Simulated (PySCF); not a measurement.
# `CC=C=C=C=C(C)F`, C7H7F

Molfile (atoms numbered from 1):
```
C7H7F
     RDKit          3D

 15 14  0  0  0  0  0  0  0  0999 V2000
   -3.4772    0.8490   -0.3107 C   0  0  0  0  0  0  0  0  0  0  0  0
   -2.5717   -0.3391   -0.3840 C   0  0  0  0  0  0  0  0  0  0  0  0
   -1.3063   -0.3587   -0.0122 C   0  0  0  0  0  0  0  0  0  0  0  0
   -0.0762   -0.3731    0.3506 C   0  0  0  0  0  0  0  0  0  0  0  0
    1.1541   -0.3937    0.7080 C   0  0  0  0  0  0  0  0  0  0  0  0
    2.4316   -0.4148    1.0411 C   0  0  0  0  0  0  0  0  0  0  0  0
    3.5888   -0.1152    0.1603 C   0  0  0  0  0  0  0  0  0  0  0  0
    2.7965   -0.7302    2.2935 F   0  0  0  0  0  0  0  0  0  0  0  0
   -4.3571    0.6255    0.3154 H   0  0  0  0  0  0  0  0  0  0  0  0
   -3.8591    1.1076   -1.3124 H   0  0  0  0  0  0  0  0  0  0  0  0
   -2.9633    1.7251    0.1062 H   0  0  0  0  0  0  0  0  0  0  0  0
   -3.0040   -1.2695   -0.7809 H   0  0  0  0  0  0  0  0  0  0  0  0
    4.2598   -0.9881    0.1065 H   0  0  0  0  0  0  0  0  0  0  0  0
    3.2563    0.1453   -0.8517 H   0  0  0  0  0  0  0  0  0  0  0  0
    4.1725    0.7228    0.5757 H   0  0  0  0  0  0  0  0  0  0  0  0
  1  2  1  0
  2  3  2  0
  3  4  2  0
  4  5  2  0
  5  6  2  0
  6  7  1  0
  6  8  1  0
  1  9  1  0
  1 10  1  0
  1 11  1  0
  2 12  1  0
  7 13  1  0
  7 14  1  0
  7 15  1  0
M  END
```

The calculation used TDDFT CAM-B3LYP/aug-cc-pVDZ circular dichroism and optical rotation, one conformer, gas phase (PySCF). Geometry: PBE0-D3(BJ)/def2-SVP.

No stereocentre is labelled: unless the shape is locked (an allene, a helicene, a hindered biaryl), the mirror image is equally populated and a measured rotation or CD is zero.

Task: Draw the ECD and absorption spectra from the lowest 12 states, each a Gaussian of half-width 0.2 eV at 1/e height.

Result: 
| E (eV) | λ (nm) | Δε (L mol⁻¹ cm⁻¹) | ε (L mol⁻¹ cm⁻¹) |
| --- | --- | --- | --- |
| 2.82 | 439 | 0.00 | 0 |
| 2.92 | 424 | 0.00 | 0.237 |
| 3.02 | 410 | -0.02 | 1.37 |
| 3.12 | 397 | -0.06 | 4.77 |
| 3.22 | 385 | -0.13 | 10.1 |
| 3.32 | 373 | -0.17 | 13 |
| 3.42 | 362 | -0.13 | 10.1 |
| 3.52 | 352 | -0.06 | 4.77 |
| 3.62 | 342 | -0.02 | 1.37 |
| 3.72 | 333 | 0.00 | 0.239 |
| 3.82 | 324 | 0.00 | 0 |
| 3.92 | 316 | 0.00 | 0.146 |
| 4.02 | 308 | -0.02 | 0.735 |
| 4.12 | 301 | -0.06 | 2.26 |
| 4.22 | 294 | -0.11 | 4.24 |
| 4.32 | 287 | -0.12 | 5 |
| 4.42 | 280 | -0.05 | 5.17 |
| 4.52 | 274 | +0.13 | 11.5 |
| 4.62 | 268 | +0.53 | 33.3 |
| 4.72 | 262 | +1.07 | 65.3 |
| 4.82 | 257 | +1.29 | 78.2 |
| 4.92 | 252 | +0.94 | 57 |
| 5.02 | 247 | +0.41 | 27.2 |
| 5.12 | 242 | +0.06 | 33.3 |
| 5.22 | 237 | -0.38 | 206 |
| 5.32 | 233 | -1.82 | 995 |
| 5.42 | 229 | -5.03 | 3450 |
| 5.52 | 224 | -8.06 | 11100 |
| 5.62 | 220 | -6.09 | 36600 |
| 5.72 | 217 | +2.31 | 95900 |
| 5.82 | 213 | +10.39 | 165000 |
| 5.92 | 209 | +9.16 | 177000 |
| 6.02 | 206 | -1.34 | 119000 |
| 6.12 | 202 | -12.14 | 55400 |
| 6.22 | 199 | -15.57 | 24200 |
| 6.32 | 196 | -11.01 | 12200 |
| 6.42 | 193 | -4.01 | 5750 |
| 6.52 | 190 | +0.32 | 2560 |

Δε uses R in velocity form, ε uses f in length form. Only the states computed contribute, so the short-wavelength end is incomplete.
